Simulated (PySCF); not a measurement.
AsF$_{2}$ (SMILES F[As]F), doublet, geometry from GFN2-xTB; PySCF with BLYP/3-21G.

Input for PySCF:
```python
from pyscf import gto, scf, dft

mol = gto.M(
    atom='''
F    -1.22363536   -0.84799539    0.05148653
As   -0.02211217    0.42725140   -0.01934179
F     1.30471333   -0.71859307    0.01943336
''',
    basis='3-21g',
    spin=1,
    verbose=4,
)

mf = dft.UKS(mol)
mf.xc = 'blyp'
mf.kernel()
mf.analyze()
```

The log (banner, timings and long lists left out):

```
PySCF version 2.14.0

[INPUT] verbose = 4
[INPUT] num. atoms = 3
[INPUT] num. electrons = 51
[INPUT] charge = 0
[INPUT] spin (= nelec alpha-beta = 2S) = 1
[INPUT] symmetry False subgroup None
[INPUT] Mole.unit = angstrom
[INPUT] Symbol           X                Y                Z      unit          X                Y                Z       unit  Magmom
[...]
nuclear repulsion = 196.18407098407
number of shells = 20
number of NR pGTOs = 84
number of NR cGTOs = 40
basis = 3-21g
ecp = {}

******** <class 'pyscf.dft.uks.UKS'> ********
method = UKS
initial guess = minao
damping factor = 0
level_shift factor = 0
DIIS = <class 'pyscf.scf.diis.CDIIS'>
diis_start_cycle = 1
diis_space = 8
diis_damp = 0
SCF conv_tol = 1e-09
SCF conv_tol_grad = None
SCF max_cycles = 50
direct_scf = True
direct_scf_tol = 1e-13
number electrons alpha = 26  beta = 25
XC library pyscf.dft.libxc version 7.1.2
    S. Lehtola, C. Steigemann, M. J. T. Oliveira, and M. A. L. Marques,  SoftwareX 7, 1–5 (2018)
XC functionals = blyp
    A. D. Becke,  Phys. Rev. A 38, 3098 (1988)
    C. Lee, W. Yang, and R. G. Parr,  Phys. Rev. B 37, 785 (1988)
    B. Miehlich, A. Savin, H. Stoll, and H. Preuss,  Chem. Phys. Lett. 157, 200 (1989)
radial grids:
    Treutler-Ahlrichs [JCP 102, 346 (1995); DOI:10.1063/1.469408] (M4) radial grids

becke partition: Becke, JCP 88, 2547 (1988); DOI:10.1063/1.454033
pruning grids: <function nwchem_prune>
grids dens level: 3
symmetrized grids: False
atomic radii adjust function: <function treutler_atomic_radii_adjust>
small_rho_cutoff = 0
Set gradient conv threshold to 3.16228e-05
tot grids = 48952
init E= -2421.81276353515

cycle= 1 E= -2423.62027811614  delta_E= -1.81  |g|= 0.606  |ddm|= 1.32
cycle= 2 E= -2422.74271227565  delta_E= 0.878  |g|= 1.58  |ddm|= 1.47
cycle= 3 E= -2423.74539675341  delta_E=   -1  |g|= 0.0741  |ddm|=  1.2
cycle= 4 E= -2423.7487315912  delta_E= -0.00333  |g|= 0.0372  |ddm|= 0.147
cycle= 5 E= -2423.74949145855  delta_E= -0.00076  |g|= 0.00389  |ddm|= 0.0399
cycle= 6 E= -2423.74949769057  delta_E= -6.23e-06  |g|= 0.000663  |ddm|= 0.00306
cycle= 7 E= -2423.74949778518  delta_E= -9.46e-08  |g|= 0.000452  |ddm|= 0.000763
cycle= 8 E= -2423.74949786321  delta_E= -7.8e-08  |g|= 1.91e-05  |ddm|= 0.000358
cycle= 9 E= -2423.74949786349  delta_E= -2.82e-10  |g|= 5.95e-06  |ddm|= 3.64e-05
Extra cycle  E= -2423.74949786341  delta_E= 8.19e-11  |g|= 1.5e-05  |ddm|= 1.56e-05
converged SCF energy = -2423.74949786341  <S^2> = 0.75036398  2S+1 = 2.0003639
[...]
Total Energy =                       -2423.749497863411307
[...]
Two-electron Energy =                 1153.641856491711451
Two-electron Coulomb Energy =         1257.852004251069957
DFT Exchange-Correlation Energy =     -104.210147759358591
**** MO energy ****
                             alpha | beta                alpha | beta
[...]
To work with the spin densities directly, `use mulliken_meta_spin()` only printing them here.

 ** Mulliken spin pop alpha/beta on meta-lowdin orthogonal AOs **
 ** Mulliken Spin Density (per AO)  **
spin_pop of  0 F 1s       -0.00000
spin_pop of  0 F 2s        0.00132
spin_pop of  0 F 3s       -0.00001
spin_pop of  0 F 2px      -0.00262
spin_pop of  0 F 2py      -0.00331
spin_pop of  0 F 2pz       0.12071
spin_pop of  0 F 3px       0.00001
spin_pop of  0 F 3py       0.00002
spin_pop of  0 F 3pz       0.00010
spin_pop of  1 As 1s        0.00000
spin_pop of  1 As 2s        0.00000
spin_pop of  1 As 3s        0.00000
spin_pop of  1 As 4s        0.00557
spin_pop of  1 As 5s        0.00019
spin_pop of  1 As 2px       0.00000
spin_pop of  1 As 2py      -0.00000
spin_pop of  1 As 2pz       0.00000
spin_pop of  1 As 3px      -0.00000
spin_pop of  1 As 3py      -0.00000
spin_pop of  1 As 3pz       0.00016
spin_pop of  1 As 4px       0.00586
spin_pop of  1 As 4py      -0.00054
spin_pop of  1 As 4pz       0.75429
spin_pop of  1 As 5px       0.00015
spin_pop of  1 As 5py       0.00026
spin_pop of  1 As 5pz       0.00167
spin_pop of  1 As 3dxy     -0.00003
spin_pop of  1 As 3dyz      0.00003
spin_pop of  1 As 3dz^2    -0.00003
spin_pop of  1 As 3dxz     -0.00000
spin_pop of  1 As 3dx2-y2   -0.00000
spin_pop of  2 F 1s       -0.00000
spin_pop of  2 F 2s        0.00132
spin_pop of  2 F 3s       -0.00001
spin_pop of  2 F 2px      -0.00293
spin_pop of  2 F 2py      -0.00301
spin_pop of  2 F 2pz       0.12071
spin_pop of  2 F 3px       0.00001
spin_pop of  2 F 3py       0.00002
spin_pop of  2 F 3pz       0.00010
 ** Mulliken Spin Density (per atom)  **
spin density of  0 F =      0.11622
spin density of  1 As =      0.76757
spin density of  2 F =      0.11621
 ** Mulliken pop alpha/beta on meta-lowdin orthogonal AOs **
 ** Mulliken pop       alpha | beta **
[...]
In total            26.00000 | 25.00000
 ** Mulliken atomic charges   ( Nelec_alpha | Nelec_beta ) **
charge of  0F =     -0.30838  (     4.71230      4.59608 )
charge of  1As =      0.61675  (    16.57541     15.80784 )
charge of  2F =     -0.30838  (     4.71229      4.59608 )
Dipole moment(X, Y, Z, Debye): -0.10027,  1.93776, -0.08774
```
